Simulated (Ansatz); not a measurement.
Born–Oppenheimer molecular dynamics of C2H6F2OSi2 (13 atoms, charge 0, multiplicity 1). It starts from a relaxed structure.

Level of theory: Ansatz, RKS BLYP/STO-3G.

| Quantity | Value |
| --- | --- |
| ensemble | NVE (velocity Verlet) |
| time step | 0.25 fs |
| steps asked | 391 |
| starting velocities drawn for | 700 K |
| masses | H 2.014 u |
| seed | 985447 |

First frame:

```xyz
13
Properties=species:S:1:pos:R:3
C -1.200 -0.801 1.476
Si -0.338 -0.620 -0.206
C 1.548 -0.186 -0.152
O 1.622 1.115 -0.936
Si -0.090 1.377 -1.296
F -0.606 2.826 -0.682
F -0.321 1.577 -2.923
H -0.983 0.053 2.143
H -2.298 -0.865 1.356
H -0.868 -1.723 1.991
H -0.610 -1.816 -1.005
H 1.949 -0.023 0.882
H 2.213 -0.947 -0.634
```

Question: How far do the bonds stretch over the last three quarters of this one trajectory? (Pairs bonded in most of those frames.)

Answer: 
```
   bond  mean (Å)  spread (Å)  shortest  longest
 C1–Si2     1.907       0.037      1.84     1.99
  C1–H8     1.111       0.029      1.06     1.17
  C1–H9     1.112       0.023      1.07     1.15
 C1–H10     1.109       0.023      1.07     1.15
 Si2–C3     1.958       0.050      1.86     2.02
Si2–Si5     2.278       0.013      2.25     2.30
Si2–H11     1.466       0.006      1.46     1.48
  C3–O4     1.517       0.019      1.48     1.55
 C3–H12     1.125       0.031      1.07     1.18
 C3–H13     1.128       0.035      1.07     1.19
 O4–Si5     1.769       0.028      1.73     1.82
 Si5–F6     1.660       0.027      1.62     1.70
 Si5–F7     1.659       0.014      1.64     1.68
```

Mean temperature of the second half: 312 K. The conserved energy stayed within 0.043 meV per atom of its start (net change 0.023 meV per atom), so the integration is sound. The temperature averaged 0.45 of the 700 K drawn at the start: a run that starts near a minimum puts about half its kinetic energy into the potential. A run of 0.098 ps of so small a system gives no equilibrium averages. Limits of this set-up: minimal basis.

Time of the run: 23 min on 1 thread of Arm Neoverse V1 (shared host), peak memory 0.1 GiB.
